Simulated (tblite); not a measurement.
Compound: C6H8F (doublet state).
SMILES: `F[C@@]12C[CH][C@@H]1CC2`

Computed values, GFN2-xTB/tblite, gas phase, harmonic and unscaled. Errors from tens to a few hundred cm⁻¹ against measured bands are possible. Open shells enter through the occupations alone, without spin polarisation, and single modes of such species can be off by tens of per cent.

Harmonic wavenumbers (cm⁻¹): 123.0, 241.8, 314.4, 369.3, 374.1, 449.0, 617.6, 661.8, 787.4, 860.5, 893.3, 906.6, 959.5, 971.9, 1011.4, 1022.9, 1035.4, 1056.3, 1107.6, 1124.4, 1168.8, 1178.0, 1201.6, 1211.3, 1229.7, 1248.3, 1259.3, 1278.3, 1427.7, 1453.6, 1471.3, 2901.2, 2934.2, 2984.3, 3003.9, 3015.8, 3020.5, 3030.2, 3146.6.

A = 3693, B = 3267, C = 2314 MHz; mass 99.061 u (most abundant isotopes); point group C1, symmetry number 1; spin multiplicity 2.

Q: What is the zero-point energy?

A: ½Σν̃ = 26526 cm⁻¹ = 75.84 kcal/mol.

Q: Entropy at 350 K, 1 bar (ideal gas, RRHO, classical rotation)?

A: Translation 40.51, rotation 27.32, vibration 14.90, spin (R ln 2) 1.38: S = 84.1 cal/(mol K).

Q: And Cp and H(350 K) − H(0)?

A: Cp = 31.08 cal/(mol K), of which vibrations give 23.13 (their classical limit is 39 R = 77.5); H(350 K) − H(0) = 6.04 kcal/mol without the zero-point energy, 3.26 from vibrations.

Q: What must be added to the electronic energy to get the Gibbs energy at 350 K and 1 bar?

A: ZPE + [H(350 K) − H(0)] − T·S = 75.84 + 6.04 − 29.44 = 52.44 kcal/mol.

Q: How do the functions run with temperature in this model?

A: 
| T (K) | S (cal/(mol K)) | Cp (cal/(mol K)) | H − H(0) (kcal/mol) | G − H(0) (kcal/mol) | ln q(vib) |
| --- | --- | --- | --- | --- | --- |
| 100 | 60.9 | 11.4 | 0.91 | -5.18 | 0.24 |
| 200 | 70.8 | 18.1 | 2.38 | -11.78 | 1.05 |
| 300 | 79.7 | 26.6 | 4.60 | -19.31 | 2.17 |
| 500 | 97.3 | 43.0 | 11.63 | -37.01 | 4.99 |
| 800 | 121.1 | 58.0 | 27.01 | -69.87 | 9.81 |
| 1000 | 134.7 | 64.2 | 39.26 | -95.48 | 13.02 |

q(vib) and H(0) count from the zero-point level.

Hindered rotation and anharmonicity are outside this model. The structure is chiral; the term R ln 2 for an equal mix with its mirror image is left out.

Hardware: an Arm Neoverse V1 with one thread, no GPU (shared host). Cost: 0.36 s. This covers the Hessian and the dipole derivatives.
